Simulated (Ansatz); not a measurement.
C₂H₇BOS, SMILES `CSB(C)O`. The species carries charge 0 and has multiplicity 1.

```xyz
12

C    -0.123   -1.297   -1.395
S    -1.298   -0.014   -0.910
B    -0.487    0.814    0.489
C     0.919    0.404    1.042
O    -1.147    1.849    1.081
H     0.829   -0.862   -1.697
H    -0.558   -1.822   -2.245
H     0.036   -2.008   -0.585
H     0.936   -0.642    1.362
H     1.203    1.027    1.892
H     1.693    0.501    0.274
H    -2.003    2.049    0.692
```

**Question.** What are the harmonic wavenumbers in cm⁻¹ at PBE0-D4/def2-TZVP (Ansatz, finite differences of forces, unscaled)? (An estimate is asked.)

**Answer.** The calculation gave: 75, 101, 131, 190, 327, 365, 424, 585, 600, 748, 845, 883, 966, 968, 987, 1188, 1308, 1351, 1373, 1453, 1457, 1473, 1473, 3046, 3072, 3110, 3139, 3164, 3167, 3867.

**Question.** Is this a minimum?

**Answer.** Yes, all 30 modes are real.

**Question.** Give the ideal-gas thermochemistry at 298.15 K and 1 bar (rigid rotor, harmonic oscillator; point group Cs, symmetry number 1).

**Answer.** Zero-point energy 250.2 kJ/mol; H(298) − E = 272.0 kJ/mol; entropy 351.1 J/(mol·K), of which translation 165.0, rotation 111.4, vibration 74.7; G(298) − E = 167.4 kJ/mol. Modes under 100 cm⁻¹ are hindered rotations or soft bends, so the harmonic entropy is rough.

**Question.** And at 400, 500, 600, 800 and 1000 K?

**Answer.** 
```csv
T (K),H − E (kJ/mol),S (J/mol/K),G − E (kJ/mol)
400,284.4,386.7,129.8
500,298.7,418.6,89.5
600,314.8,447.8,46.1
800,351.0,499.7,-48.8
1000,391.4,544.7,-153.3
```

**Question.** Rotational constants (cm⁻¹)?

**Answer.** 0.2004, 0.09706, 0.06702.
